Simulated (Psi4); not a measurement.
Psi4 was given this input:
```
memory 2 GB

molecule {
0 2
O    -0.00000000   -0.00000000   -0.10703611
H     0.00000000    0.00000000    0.85628892
}

set {
  basis cc-pvdz
  reference uks
}

energy('scan')
print_variables()
```

Q: What does this run give for the number of basis functions, total energy, dipole moment?

A: 
The number of basis functions is 19 and the total energy is -75.7062 Eh. The dipole moment is 1.69 D.

These values belong to the state on which the SCF converged, which isn't shown to be the lowest.
